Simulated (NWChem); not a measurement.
System: C₃H₅FO₂; SMILES OC([C@H](C)F)=O

NWChem input:

```
start job
memory heap 200 mb stack 900 mb global 1100 mb
geometry units angstroms noautosym nocenter noautoz
  C      1.224186    -1.314026    -0.490619
  C      0.123373    -0.676907     0.326742
  F     -1.061255    -1.332059     0.128727
  C     -0.011409     0.803998     0.012301
  O      0.928263     1.554654     0.015267
  O     -1.261574     1.179575    -0.240490
  H      0.964099    -1.292845    -1.559154
  H      2.162284    -0.762668    -0.344050
  H      1.364203    -2.359354    -0.183325
  H      0.369403    -0.733031     1.403927
  H     -1.229698     2.135149    -0.407287
end
basis spherical
  C library 6-311g**
  F library 6-311g**
  O library 6-311g**
  H library 6-311g**
end
dft
  xc b3lyp
  iterations 150
end
property
  shielding
end
task dft property
```

NWChem printed, in part:

```
             Northwest Computational Chemistry Package (NWChem) 7.3.0
             --------------------------------------------------------

                             Geometry "geometry" -> ""
                             -------------------------

 Output coordinates in angstroms (scale by  1.889725989 to convert to a.u.)

  No.       Tag          Charge          X              Y              Z
 ---- ---------------- ---------- -------------- -------------- --------------
    1 C                    6.0000     1.22418600    -1.31402600    -0.49061900
    2 C                    6.0000     0.12337300    -0.67690700     0.32674200
    3 F                    9.0000    -1.06125500    -1.33205900     0.12872700
    4 C                    6.0000    -0.01140900     0.80399800     0.01230100
    5 O                    8.0000     0.92826300     1.55465400     0.01526700
    6 O                    8.0000    -1.26157400     1.17957500    -0.24049000
    7 H                    1.0000     0.96409900    -1.29284500    -1.55915400
    8 H                    1.0000     2.16228400    -0.76266800    -0.34405000
    9 H                    1.0000     1.36420300    -2.35935400    -0.18332500
   10 H                    1.0000     0.36940300    -0.73303100     1.40392700
   11 H                    1.0000    -1.22969800     2.13514900    -0.40728700

 Effective nuclear repulsion energy (a.u.)     248.7600683720

                              NWChem Property Module
                              ----------------------

  itol2e modified to match energy
  convergence criterion.

                                 NWChem DFT Module
                                 -----------------

 Summary of "ao basis" -> "ao basis" (spherical)
 ------------------------------------------------------------------------------
       Tag                 Description            Shells   Functions and Types
 ---------------- ------------------------------  ------  ---------------------
 C                          6-311g**                 8       18   4s3p1d
 F                          6-311g**                 8       18   4s3p1d
 O                          6-311g**                 8       18   4s3p1d
 H                          6-311g**                 4        6   3s1p

  itol2e modified to match energy
  convergence criterion.

            General Information
            -------------------
          SCF calculation type: DFT
          Wavefunction type:  closed shell.
          No. of atoms     :    11
          No. of electrons :    48
           Alpha electrons :    24
            Beta electrons :    24
          Charge           :     0
          Spin multiplicity:     1
          Use of symmetry is: off; symmetry adaption is: off
          Maximum number of iterations: 150
          AO basis - number of functions:   138
                     number of shells:    68
          Convergence on energy requested:  1.00D-07
          Convergence on density requested:  1.00D-05
          Convergence on gradient requested:  5.00D-04

              XC Information
              --------------
                         B3LYP Method XC Potential
                     Hartree-Fock (Exact) Exchange  0.200
                        Slater Exchange Functional  0.800 local
                    Becke 1988 Exchange Functional  0.720 non-local
              Lee-Yang-Parr Correlation Functional  0.810
                  VWN I RPA Correlation Functional  0.190 local

             Grid Information
             ----------------
          Grid used for XC integration:  fine
          Radial quadrature: Mura-Knowles
          Angular quadrature: Lebedev.
          Tag              B.-S. Rad. Rad. Pts. Rad. Cut. Ang. Pts.
          ---              ---------- --------- --------- ---------
          C                   0.70       70          12.0       590
          F                   0.50       70          10.0       590
          O                   0.60       70          12.0       590
          H                   0.35       60          13.0       590
          Grid pruning is: on
          Number of quadrature shells:   720
          Spatial weights used:  Erf1

      Superposition of Atomic Density Guess
      -------------------------------------

 Sum of atomic energies:        -364.46222735

      Non-variational initial energy
      ------------------------------

 Total energy =    -367.330465
 1-e energy   =    -993.796768
 2-e energy   =     377.706235
 HOMO         =      -0.351517
 LUMO         =       0.034876

   convergence    iter        energy       DeltaE   RMS-Dens  Diis-err
 ---------------- ----- ----------------- --------- --------- ---------
 d= 0,ls=0.0,diis     1   -367.5511678119 -6.16D+02  1.11D-02  1.98D+00
 d= 0,ls=0.0,diis     2   -367.2362575046  3.15D-01  7.77D-03  5.52D+00
 d= 0,ls=0.0,diis     3   -367.7152812801 -4.79D-01  2.45D-03  2.50D-01
 d= 0,ls=0.0,diis     4   -367.7256458008 -1.04D-02  1.12D-03  1.36D-01
 d= 0,ls=0.0,diis     5   -367.7372096849 -1.16D-02  1.53D-04  1.68D-03
  Resetting Diis
 d= 0,ls=0.0,diis     6   -367.7373282264 -1.19D-04  5.01D-05  1.13D-04
 d= 0,ls=0.0,diis     7   -367.7373392038 -1.10D-05  1.84D-05  5.71D-06
 d= 0,ls=0.0,diis     8   -367.7373387964  4.07D-07  1.05D-05  1.06D-05
 d= 0,ls=0.0,diis     9   -367.7373397019 -9.06D-07  2.59D-06  4.62D-07
 d= 0,ls=0.0,diis    10   -367.7373397373 -3.54D-08  8.01D-07  5.58D-08

         Total DFT energy =     -367.737339737275
      One electron energy =     -997.709630916033
           Coulomb energy =      427.104483928492
    Exchange-Corr. energy =      -45.892261121719
 Nuclear repulsion energy =      248.760068371985

 Numeric. integr. density =       48.000001567083

                       DFT Final Molecular Orbital Analysis
                       ------------------------------------

[...]

          -----------------------------------------
          Chemical Shielding Tensors (GIAO, in ppm)
          -----------------------------------------

                                NWChem CPHF Module
                                ------------------

  scftype          =     RHF
  nclosed          =       24
  nopen            =        0
  variables        =     2736
  # of vectors     =        3
  tolerance        = 0.10D-03
  level shift      = 0.00D+00
  max iterations   =       50
  max subspace     =       30

 SCF residual:    5.6487388269100244E-005

Iterative solution of linear equations
  No. of variables     2736
  No. of equations        3
  Maximum subspace       30
        Iterations       50
       Convergence  1.0D-04

   iter   nsub   residual    time
   ----  ------  --------  ---------
     1      3    4.52D-01     107.4
     2      6    5.77D-02     113.9
     3      9    1.70D-03     120.3
     4     12    9.88D-05     126.7

      Atom:    1  C
        Diamagnetic
    250.9876     -5.4494     -5.9350
     -5.4494    245.8868      3.4481
     -5.9350      3.4481    244.5771

        Paramagnetic
    -80.3643      2.2331     -6.4672
      2.2331    -84.6720      9.1606
     -6.4672      9.1606    -89.2092

        Total Shielding Tensor
    170.6232     -3.2164    -12.4022
     -3.2164    161.2148     12.6087
    -12.4022     12.6087    155.3679

           isotropic =     162.4020
          anisotropy =      29.3766

          Principal Components and Axis System
                 1           2           3
              181.9864    162.3420    142.8776

      1         0.7161      0.6287      0.3034
      2        -0.4399      0.7439     -0.5032
      3        -0.5420      0.2269      0.8092

      Atom:    2  C
        Diamagnetic
    247.7199     -1.4086     -0.9964
     -1.4086    251.2587      0.2778
     -0.9964      0.2778    234.7058

        Paramagnetic
   -128.1328     31.1304      3.9868
     31.1304   -153.8704     12.3878
      3.9868     12.3878   -165.8708

        Total Shielding Tensor
    119.5871     29.7218      2.9904
     29.7218     97.3882     12.6655
      2.9904     12.6655     68.8350

           isotropic =      95.2701
          anisotropy =      69.3808

          Principal Components and Axis System
                 1           2           3
              141.5240     81.9150     62.3714

      1         0.8037     -0.5581      0.2064
      2         0.5797      0.6562     -0.4830
      3         0.1341      0.5079      0.8509

      Atom:    3  F
        Diamagnetic
    485.8317     13.6149      4.3256
     13.6149    472.0636      2.6587
      4.3256      2.6587    462.2974

        Paramagnetic
    -80.0266    -26.0630     -6.3481
    -26.0630    -84.4098     -9.6207
     -6.3481     -9.6207    -88.9554

        Total Shielding Tensor
    405.8051    -12.4480     -2.0225
    -12.4480    387.6538     -6.9620
     -2.0225     -6.9620    373.3420

           isotropic =     388.9336
          anisotropy =      34.8754

          Principal Components and Axis System
                 1           2           3
              412.1839    385.4801    369.1369

      1         0.8870      0.4141      0.2044
      2        -0.4604      0.7581      0.4619
      3         0.0363     -0.5038      0.8631

      Atom:    4  C
        Diamagnetic
    265.5998      5.3124      2.3421
      5.3124    260.3194     -2.6813
      2.3421     -2.6813    238.2126

        Paramagnetic
   -285.6168     52.4502    -30.7019
     52.4502   -279.8490     29.2888
    -30.7019     29.2888   -172.6712

        Total Shielding Tensor
    -20.0170     57.7626    -28.3598
     57.7626    -19.5296     26.6075
    -28.3598     26.6075     65.5414

           isotropic =       8.6649
          anisotropy =    -144.1200

          Principal Components and Axis System
                 1           2           3
              -87.4151     75.4530     37.9568

      1         0.6884     -0.1955      0.6985
      2        -0.6823      0.1525      0.7150
      3         0.2463      0.9688      0.0284

      Atom:    5  O
        Diamagnetic
    409.6007     12.5939     -0.6010
     12.5939    399.4994      0.6751
     -0.6010      0.6751    392.0255

        Paramagnetic
   -693.8346    -33.9480    -74.4258
    -33.9480   -601.2916     86.7043
    -74.4258     86.7043   -141.0990

        Total Shielding Tensor
   -284.2340    -21.3542    -75.0268
    -21.3542   -201.7922     87.3794
    -75.0268     87.3794    250.9266

           isotropic =     -78.3665
          anisotropy =    -325.8949

          Principal Components and Axis System
                 1           2           3
             -295.6298    277.9389   -217.4086

      1         0.9864     -0.1369     -0.0911
      2         0.1156      0.1834      0.9762
      3         0.1169      0.9735     -0.1967

      Atom:    6  O
        Diamagnetic
    396.2582    -10.4684      5.9996
    -10.4684    396.5510     -5.7762
      5.9996     -5.7762    371.8704

        Paramagnetic
   -205.2294    -87.6000     13.2171
    -87.6000   -386.4654     18.1860
     13.2171     18.1860   -210.4141

        Total Shielding Tensor
    191.0288    -98.0684     19.2167
    -98.0684     10.0856     12.4099
     19.2167     12.4099    161.4563

           isotropic =     120.8569
          anisotropy =     172.9484

          Principal Components and Axis System
                 1           2           3
              236.1558    161.1444    -34.7296

      1         0.9075     -0.1170      0.4035
      2        -0.3843      0.1565      0.9098
      3         0.1696      0.9807     -0.0971

      Atom:    7  H
        Diamagnetic
     25.3608     -1.7686     -0.3107
     -1.7686     24.6490      2.2607
     -0.3107      2.2607     37.8095

        Paramagnetic
      3.1707      0.8636     -0.1525
      0.8636      3.5727     -0.9207
     -0.1525     -0.9207     -3.2163

        Total Shielding Tensor
     28.5316     -0.9050     -0.4632
     -0.9050     28.2217      1.3400
     -0.4632      1.3400     34.5932

           isotropic =      30.4488
          anisotropy =       6.7174

          Principal Components and Axis System
                 1           2           3
               34.9271     29.0426     27.3767

      1        -0.0999      0.8050      0.5848
      2         0.2079     -0.5579      0.8034
      3         0.9730      0.2019     -0.1116

      Atom:    8  H
        Diamagnetic
     37.3305      2.9173     -0.3829
      2.9173     27.2749      1.3996
     -0.3829      1.3996     22.3910

        Paramagnetic
     -2.5920     -1.1338      0.3536
     -1.1338      2.1324     -0.6304
      0.3536     -0.6304      3.5589

        Total Shielding Tensor
     34.7385      1.7835     -0.0293
      1.7835     29.4073      0.7692
     -0.0293      0.7692     25.9499

           isotropic =      30.0319
          anisotropy =       7.8785

          Principal Components and Axis System
                 1           2           3
               35.2842     29.0445     25.7670

      1         0.9559     -0.2895      0.0488
      2         0.2929      0.9283     -0.2293
      3         0.0211      0.2335      0.9721

      Atom:    9  H
        Diamagnetic
     26.4358     -4.9215     -0.5239
     -4.9215     37.8373     -2.2688
     -0.5239     -2.2688     23.7828

        Paramagnetic
      2.3642      2.1726      0.3376
      2.1726     -3.3887      1.2274
      0.3376      1.2274      3.8109

        Total Shielding Tensor
     28.7999     -2.7489     -0.1863
     -2.7489     34.4487     -1.0413
     -0.1863     -1.0413     27.5937

           isotropic =      30.2808
          anisotropy =       8.0766

          Principal Components and Axis System
                 1           2           3
               35.6652     28.1575     27.0196

      1        -0.3668      0.7363      0.5686
      2         0.9237      0.2155      0.3168
      3        -0.1107     -0.6414      0.7592

      Atom:   10  H
        Diamagnetic
     23.7889     -0.4634      4.0533
     -0.4634     24.5325     -2.0074
      4.0533     -2.0074     36.9834

        Paramagnetic
      3.2027      1.8320     -3.5306
      1.8320      0.1251      2.7130
     -3.5306      2.7130     -8.2351

        Total Shielding Tensor
     26.9916      1.3686      0.5227
      1.3686     24.6576      0.7055
      0.5227      0.7055     28.7483

           isotropic =      26.7992
          anisotropy =       3.5519

          Principal Components and Axis System
                 1           2           3
               29.1671     27.2431     23.9873

      1         0.3736      0.8371     -0.3996
      2         0.2530      0.3225      0.9121
      3         0.8924     -0.4419     -0.0913

      Atom:   11  H
        Diamagnetic
     26.0747     -3.8640      1.6164
     -3.8640     42.8969     -4.5594
      1.6164     -4.5594     20.1776

        Paramagnetic
     -2.9975     -0.7095     -1.2100
     -0.7095    -11.7042      2.7473
     -1.2100      2.7473      4.2799

        Total Shielding Tensor
     23.0772     -4.5735      0.4063
     -4.5735     31.1927     -1.8122
      0.4063     -1.8122     24.4575

           isotropic =      26.2425
          anisotropy =      11.0530

          Principal Components and Axis System
                 1           2           3
               33.6112     24.1387     20.9776

      1        -0.3969     -0.1859      0.8988
      2         0.8969      0.1297      0.4229
      3        -0.1952      0.9740      0.1153
```

Level: B3LYP/6-311G** (spherical d), GIAO. The geometry was optimised at PBE0/def2-SVP. The printed shielding anisotropy is the first printed principal value minus the mean of the other two.
